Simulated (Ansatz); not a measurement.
`CC(S)N[SiH3]`. The species carries charge 0 and has multiplicity 1.

```xyz
14

C    -0.8490   -0.6365    1.7255
C     0.0962   -0.4362    0.5574
S     1.7629   -0.0998    1.2913
N    -0.3710    0.5746   -0.3414
Si    0.0625    0.6260   -2.0090
H    -0.4978   -1.4306    2.3864
H    -1.8402   -0.8963    1.3502
H    -0.9314    0.2834    2.3110
H     0.1874   -1.3713   -0.0012
H     2.4123    0.0280    0.1233
H    -0.5538    1.4534    0.1229
H    -0.2707   -0.6902   -2.6132
H     1.5131    0.8753   -2.2688
H    -0.7206    1.7202   -2.6344
```

Task: Give the diagnostics of a CCSD(T)/def2-TZVPP run (frozen core, Ansatz 0.2.0). (Best estimate.)

Result: Computed: T1 = 0.0107, largest single amplitude 0.009, largest double 0.016, (T) share of the correlation energy 3.9 %, 9 CCSD cycles. The RHF solution is stable towards an unrestricted one. T1 lies under the customary mark of 0.02 for closed shells.
